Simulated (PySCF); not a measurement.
Isomers of C6H18N2Si, from PySCF 2.14.0, PBE0-D3(BJ)/def2-SVP geometry optimisation, gas phase. One conformer each, no zero-point energy, no frequencies.

Task: Which isomer lies lowest at this level?
A. SiMe2(NHEt)2 (`CCN[Si](C)(C)NCC`): A = 1634, B = 833.7, C = 699.0 MHz, dipole 0.56 D
B. SiH2(NHiPr)2 (`[H][Si]([H])(NC(C)C)NC(C)C`): A = 3242, B = 529.5, C = 500.2 MHz, dipole 1.06 D
C. `[CH3:1][CH2:2][CH2:3][N:4]([CH3:5])[SiH2:6][N:7]([CH3:8])[CH3:9]` with C1–C2–C3–N4 56°, C2–C3–N4–C5 63°, C3–N4–Si6–N7 147°, N4–Si6–N7–C8 -53°: A = 2253, B = 748.0, C = 676.4 MHz, dipole 0.83 D

Result: A. That is `CCN[Si](C)(C)NCC` (SiMe2(NHEt)2), 19.3 kcal/mol below the next.

```
                    SMILES                                                     mapped SMILES      E (Eh)  relative (kcal/mol)  relative (kJ/mol)  dipole (D)
          CCN[Si](C)(C)NCC                                                                 –  -637.68275                  0.0                0.0        0.56
[H][Si]([H])(NC(C)C)NC(C)C                                                                 –  -637.65196                 19.3               80.8        1.06
        CCCN(C)[SiH2]N(C)C  [CH3:1][CH2:2][CH2:3][N:4]([CH3:5])[SiH2:6][N:7]([CH3:8])[CH3:9]  -637.63356                 30.9              129.1        0.83
```
